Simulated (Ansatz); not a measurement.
Total energies of the cluster NaAlF₄ from Ansatz at PBE-D4/def2-TZVP, gas phase (1 Eh = 27.2114 eV = 2625.5 kJ/mol). The reference geometry is relaxed at r2SCAN-D4/def2-SVP.

```tsv
atom	x (Å)	y (Å)	z (Å)
Na1	1.520	-1.328	1.107
Al2	-0.394	0.345	-0.287
F3	-0.061	0.964	-1.798
F4	0.909	0.674	0.825
F5	-0.105	-1.376	-0.240
F6	-1.869	0.721	0.393
```

```json
{"state": "charge 0 singlet", "geometry": "reference", "energy (Eh)": "-804.04440"}
{"state": "charge 1 doublet", "geometry": "reference", "energy (Eh)": "-803.61723"}
{"state": "charge 0 triplet", "geometry": "relaxed at r2SCAN-D4/def2-SVP", "energy (Eh)": "-803.81214"}
{"state": "charge 0 quintet", "geometry": "relaxed at r2SCAN-D4/def2-SVP", "energy (Eh)": "-803.57464"}
```

Work out the vertical ionisation energy to the doublet.

E(charge 1 doublet) − E(charge 0 singlet) = -803.61723 − (-804.04440) = 0.42717 Eh = 11.62 eV. For comparison, −ε of the highest occupied level is 7.85 eV at this level, 3.77 eV less.

Which of the charge 0 states is lowest, and how far above it are the others?

The singlet. triplet: -803.81214 − (-804.04440) = 0.23226 Eh = 609.8 kJ/mol; quintet: -803.57464 − (-804.04440) = 0.46976 Eh = 1233.4 kJ/mol. The quintet has fallen apart, so its energy is that of loose fragments and no spin gap. The triplet differs in its bonds from the reference. The quintet differs in its bonds from the reference.

At PBE-D4/def2-TZVP the gap within one spin of the charge 1 doublet nearly closes, so an electron or hole may be smeared out by delocalisation error. 

The structure comes from a short search, and lower isomers may exist.
